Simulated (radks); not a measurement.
The numbers below are computed, except where a source is named.
Si3+, 11 electrons, occupied as [Ne] 3s1.

Level of theory: Dirac Kohn-Sham, PBE, spin-unpolarised, spherical densities, point nucleus (a radial shooting solver on a logarithmic mesh with Libxc functionals).

Energy parts (eV):
part                      energy
total                  -7829.168
kinetic                 7853.770
electron-nucleus      -18299.390
Hartree                 3155.331
exchange-correlation    -538.878

Orbitals (lengths in bohr, moments of r in powers of bohr):
orbital,occ.,eigenvalue (eV),<1/r>,small-component weight
1s1/2,2,-1823.484,13.64,2.46e-03
2s1/2,2,-175.8689,2.590,3.51e-04
2p1/2,2,-132.4406,2.480,3.29e-04
2p3/2,4,-131.7871,2.467,3.28e-04
3s1/2,1,-39.4868,0.7447,6.19e-05
3p1/2,0,-30.8290,0.6590,5.17e-05
3p3/2,0,-30.7638,0.6573,5.15e-05

The highest occupied level is 3s1/2 at -39.487 eV. The density falls to 0.001 e/bohr^3 at r = 3.03 bohr.
